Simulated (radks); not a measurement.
Values are calculated unless marked as measured or tabulated.
All-electron atom: Mo40+ in [He]. Level of theory: Dirac Kohn-Sham, BLYP, spin-unpolarised, spherical densities, point nucleus; speed of light set to 171.295 atomic units (1.25 times the physical value, a model run) (a radial shooting solver on a logarithmic mesh with Libxc functionals).

Normalised radial functions P(r) = r R(r) (large component), r in bohr:

```
   r/bohr * 1s1/2 (the largest magnitude, 4.74, reaches the edge; | marks zero)
 0.002365 |             *
 0.002541 |              *
 0.002753 |               *
 0.002958 |                *
 0.003205 |                  *
 0.003444 |                   *
 0.003701 |                    *
 0.004009 |                     *
 0.004309 |                       *
 0.004668 |                        *
 0.005016 |                          *
 0.005434 |                           *
 0.005839 |                             *
 0.006275 |                              *
 0.006798 |                                *
 0.007306 |                                  *
 0.007914 |                                    *
 0.008505 |                                     *
 0.009213 |                                       *
 0.009901 |                                         *
  0.01064 |                                           *
  0.01153 |                                            *
  0.01239 |                                              *
  0.01342 |                                                *
  0.01442 |                                                 *
  0.01562 |                                                  *
  0.01679 |                                                    *
  0.01804 |                                                    *
  0.01954 |                                                     *
    0.021 |                                                      *
  0.02275 |                                                      *
  0.02445 |                                                      *
  0.02649 |                                                      *
  0.02846 |                                                     *
  0.03059 |                                                    *
  0.03314 |                                                  *
  0.03561 |                                                 *
  0.03858 |                                              *
  0.04146 |                                            *
  0.04491 |                                         *
  0.04826 |                                      *
  0.05186 |                                   *
  0.05618 |                                *
  0.06038 |                             *
  0.06541 |                         *
  0.07029 |                      *
  0.07614 |                  *
  0.08183 |               *
  0.08794 |             *
  0.09526 |          *
   0.1024 |        *
   0.1109 |      *
   0.1192 |    *
   0.1291 |   *
   0.1387 |  *
```

1s1/2: eigenvalue -23380 eV, 0 radial nodes, <r> = 0.0353 bohr, 90 % of the charge inside 0.0630 bohr.
